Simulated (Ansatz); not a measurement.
# CH4InO (SMILES C[O][InH]): name the method

The species is CH4InO (7 atoms), meant as a doublet with charge 0. As SMILES, `C[O][InH]`. The coordinates come from a PBE0-D4/def2-TZVP relaxation. This is one conformer, not always the lowest.

```xyz
7

C    -0.6305    0.6256   -0.1769
O    -0.7521   -0.6362    0.4181
In    0.8365   -1.8269    0.6886
H    -1.2490    0.6828   -1.0822
H     0.3999    0.8833   -0.4712
H    -0.9753    1.4081    0.5116
H     2.3704   -1.1366    0.1120
```

A calculation with Ansatz 0.2.0 gave:

* total energy: -5796.4041 Eh
* dipole moment: 2.09 D
* HOMO energy: -5.21 eV
* LUMO energy: 5.11 eV
* ⟨S²⟩: 0.756
* largest force: 2.877 eV/Å

Which of these levels gave the numbers?
A. wB97X/STO-3G
B. PBE0/def2-SVP (core potential)
C. HF/STO-3G
D. HF/3-21G

C. The others give -305.5991 Eh (PBE0/def2-SVP (core potential)), -5799.1439 Eh (wB97X/STO-3G), -5829.1265 Eh (HF/3-21G).
